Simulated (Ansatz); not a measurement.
Two isomers of C4H6F4: A = `CC(F)(F)CC(F)F`, B = `FC[C@@H](F)[C@H](F)CF`.

Isolated molecules relaxed with PBE0-D4/def2-TZVP in Ansatz; ΔE leaves out vibrations. CCSD(T)/CBS adds triple-zeta CCSD(T) − MP2 to the extrapolated MP2 energy (def2 sets, frozen cores). Functionals use def2-TZVPP. B3LYP here is the variant with VWN-RPA as its local correlation; programs differ in this. One conformer a species, not always the lowest.

A:

```xyz
14

C     1.096    1.275   -0.225
C     0.335    0.170   -0.901
F    -0.750    0.704   -1.546
F     1.122   -0.370   -1.879
C    -0.149   -0.980   -0.038
C    -1.209   -0.612    0.966
F    -1.690   -1.745    1.537
F    -0.686    0.145    1.970
H     0.472    1.771    0.516
H     1.978    0.870    0.270
H     1.407    1.995   -0.982
H    -0.572   -1.730   -0.711
H     0.696   -1.429    0.488
H    -2.050   -0.063    0.535
```

B:

Z-matrix (Å, degrees):
```
C
C 1 1.506
F 1 1.376 2 109.7
H 1 1.092 2 110.2 3 -119.7
H 1 1.094 2 110.1 3 119.4
C 2 1.513 1 112.2 3 -167.7
F 2 1.384 1 109.3 3 70.1
H 2 1.096 1 109.3 3 -46.9
F 6 1.384 2 110.0 1 -45.9
C 6 1.506 2 112.2 1 -167.8
H 6 1.096 2 108.8 1 71.2
F 10 1.376 6 109.7 2 -167.6
H 10 1.092 6 110.2 2 72.6
H 10 1.094 6 110.1 2 -48.3
```

(1) Which isomer does CCSD(T)/CBS put lower? Give the gap. (Estimate.)

(2) Give E(B) − E(A) in kcal/mol with CCSD(T)/def2-TZVPP, B3LYP, MP2/def2-TZVPP, PBE0-D4, B3LYP-D4, LDA (SPW92), r2SCAN-D4. (An estimate is asked.)

Largest T1 diagnostic: 0.011.

Answers

(1) Computed: A, by 24.0 kcal/mol.

(2) Ansatz gave: CCSD(T)/def2-TZVPP 24.2, B3LYP 22.5, MP2/def2-TZVPP 25.2, PBE0-D4 24.4, B3LYP-D4 22.9, LDA (SPW92) 27.1, r2SCAN-D4 25.8. None reverses the order clearly.

In def2-TZVPP, CCSD(T) changes the Hartree–Fock value by +1.4 kcal/mol (the triples alone add +0.5 kcal/mol) and MP2 by +2.3 kcal/mol. At CCSD(T), def2-SVP lies +3.7 kcal/mol from the extrapolated value and def2-TZVPP +0.3 kcal/mol.
